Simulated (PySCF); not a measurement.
A TDDFT job was run through a driver script with this input:

```
{"job": {"kind": "uv", "xc": "CAM-B3LYP", "basis": "def2-SVPD", "nstates": 8, "ntriplets": 3}, "charge": 0, "multiplicity": 1}
C     -2.410297     0.414247     0.907456
N     -1.167707     0.057283     0.264493
C     -1.229719    -1.272524    -0.295658
Ge    -0.221584     1.368240    -0.622469
Si     1.909250     0.505704    -1.099440
Si     2.788190    -0.669709     0.698192
H     -3.257858     0.439339     0.208834
H     -2.306330     1.399761     1.358516
H     -2.640468    -0.310569     1.694121
H     -0.287085    -1.509547    -0.790363
H     -2.043073    -1.384895    -1.026088
H     -1.395963    -2.003012     0.503147
H     -1.051274     1.976772    -1.769588
H     -0.283910     2.486035     0.403154
H      2.751765     1.646955    -1.483409
H      1.825729    -0.300097    -2.328493
H      2.959025     0.188841     1.873797
H      1.943631    -1.794824     1.108365
H      4.107873    -1.228750     0.387974
```

The calculation used TDDFT CAM-B3LYP/def2-SVPD, vertical, gas phase, core orbitals frozen in the response (PySCF 2.14.0, density-fitted response routines). Job line and output are in the format of a driver script around the code.

(1) Give the output without the SCF cycles.

Answers

(1) 
```
converged SCF energy = -2794.2695087001

Static polarisability (au): isotropic 124.547, principal 107.202 122.807 143.634

Singlet excitations
state   eV       nm        f      main configurations
  1   5.1110    242.6   0.00902   H->L 0.74, H->L+4 0.08
  2   5.7003    217.5   0.02777   H->L+1 0.49, H->L 0.18, H->L+2 0.14
  3   6.0277    205.7   0.01371   H->L+3 0.40, H->L+5 0.21, H->L+1 0.21
  4   6.1167    202.7   0.00177   H->L+2 0.58, H->L+4 0.15, H->L+3 0.10
  5   6.4405    192.5   0.00635   H->L+4 0.50, H->L+3 0.20, H->L+1 0.10
  6   6.4904    191.0   0.02099   H->L+5 0.55, H->L+6 0.11, H->L+1 0.10
  7   6.8978    179.7   0.02082   H->L+6 0.67, H->L+5 0.11
  8   6.9815    177.6   0.04843   H-1->L+1 0.31, H-1->L 0.30, H-1->L+2 0.27

Triplet excitations (Tamm-Dancoff, eV): 4.9135 5.3282 5.8681
```

The structure is a single GFN2-xTB conformer in the gas phase; no vibrational or solvent corrections. Relativistic effects, spin–orbit coupling among them, are left out although an element past zinc is present.

H and L stand for HOMO and LUMO.

Shape of the structure used: `[CH3:1][N:2]([CH3:3])[GeH2:4][SiH2:5][SiH3:6]`: C1–N2–Ge4–Si5 168°, N2–Ge4–Si5–Si6 -43°.
